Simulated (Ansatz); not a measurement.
Coupled-cluster diagnostics for the cluster Rb4H4, Ansatz.

Geometry of the singlet (PBE0-D4/def2-SVP):

```xyz
8

Rb   -0.4792   -0.6302    2.5195
Rb   -3.2202   -0.3977   -0.5300
Rb    1.3377   -1.4181   -2.6196
Rb    1.8506    1.9446   -0.2712
H    -3.1123   -0.8564    1.9745
H     1.3182    1.2619    2.2051
H    -0.5357   -0.5339   -0.8761
H     2.8410    0.6298   -2.4023
```

In the def2 sets Rb takes a core potential; there is no spin–orbit coupling. Correlated methods freeze no core orbitals; core or outer-core shells of Rb are correlated, in sets that lack core-valence functions. Another isomer (singlet) lies 0.28 eV lower at PBE0-D4/def2-TZVP; other spin states weren't run for this one.

Task: Estimate the CCSD(T) correlation energy, the shares of MP2 and (T), T1 and the reference's ⟨S²⟩ for: charge 0, singlet, own geometry in def2-TZVP; and the rough time on 4 threads of Arm Neoverse V1 on a shared host.

Result: 
```
                          state      basis  correlation (eV)  MP2 share (%)  (T) share (%)     T1  ⟨S²⟩ (pure)  wall time
charge 0, singlet, own geometry  def2-TZVP           -11.000           85.7            1.6  0.014  0.00 (0.00)       62 s
```
Customary marks for T1 are 0.02 (closed shells), 0.045 (open shells) and about 0.05 (3d metals). T1 stays under 0.02 throughout.
